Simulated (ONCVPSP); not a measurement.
lutetium (Lu): excitation energies, all-electron against ONCV

ONCVPSP 4.0.1 input, shortened (lines: element, Z, core and valence counts, functional; n l f; lmax; l rc ep ncon nbas qcut; lloc lpopt rc5 dvloc0; l nproj debl; icmod fcfact rcfact), Wu-Cohen, scalar-relativistic:

```
  Lu 71.00    9    5  -118130      upf
    1    0    2.00
    2    0    2.00
    2    1    6.00
    3    0    2.00
    3    1    6.00
    3    2   10.00
    4    0    2.00
    4    1    6.00
    4    2   10.00
    4    3   14.00
    5    0    2.00
    5    1    6.00
    5    2    1.00
    6    0    0.50
    3
    0    1.65    0.00    4    7    7.90
    1    1.70    0.00    4    7    6.90
    2    2.50    0.00    4    8    7.70
    3    1.10    0.00    3    8   15.10
    4    5    1.05    0.00
    0    2    2.60
    1    3    0.40
    2    2    0.70
    3    3    0.50
    3    1.75    1.35
```

In the p channel the program set the typed energies aside and used -1.553, 0.250, 0.650 Ha. In the f channel the program set the typed energies aside and used -0.742, 0.250, 0.750 Ha.

Energies are relative to the spin-unpolarised reference configuration 4f14 5s2 5p6 5d1 6s0.5; without spin polarisation the order of configurations can differ from experiment.

| valence configuration | charge | ΔE all-electron (eV) | error AE − PS (meV) |
| --- | --- | --- | --- |
| 4f14 5s2 5p6 5d1 6s2 | 0 | -13.225 | +3.7 |
| 4f14 5s2 5p6 5d1 6s0 | +2 | 7.330 | -2.7 |

Task: What are ΔE and the potential's error for 4f14 5s2 5p6 5d1 6s1?

Result: ΔE = -5.831 eV all-electron; the error (AE − PS) is +1.9 meV.

Task: What are ΔE and the potential's error for 4f14 5s2 5p6 5d1 6s0 6p2?

Result: ΔE = -6.129 eV all-electron; the error (AE − PS) is +2.0 meV.

Note: ghosts flagged at negative energy: s at -10.9 eV; GHOST(+) flagged for p at 440.5 eV. A true bound ghost makes a file unfit for plane-wave use.
